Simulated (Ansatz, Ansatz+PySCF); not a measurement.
```yaml
atoms:
  - { symbol: O, position_ang: [0.7966, 1.2557, 0.3852] }
  - { symbol: H, position_ang: [1.1520, 1.2592, 1.2600] }
  - { symbol: H, position_ang: [0.3521, 0.4215, 0.2965] }
  - { symbol: O, position_ang: [-0.7334, -1.1652, -0.3830] }
  - { symbol: H, position_ang: [-0.2961, -1.4508, -1.1722] }
  - { symbol: H, position_ang: [-1.5441, -0.7714, -0.6715] }
```

Basis set: def2-SVP (spherical functions). Left uncorrelated: 2 orbitals. Charge 0, multiplicity 3.

Computed with Ansatz (development build ahead of 0.2.0); each method stands on the lowest determinant of its kind that the runs found.

Give the atomization energy at this shape (free ground-state atoms in the same class of orbitals less the molecule, no zero-point energy) of triplet H4O2 by UHF-MP2, UHF.

```json
{"method": "UHF-MP2", "atomization energy": "1032.0 kJ/mol"}
{"method": "UHF", "atomization energy": "611.7 kJ/mol"}
```

Caution: the shape is not the minimum.
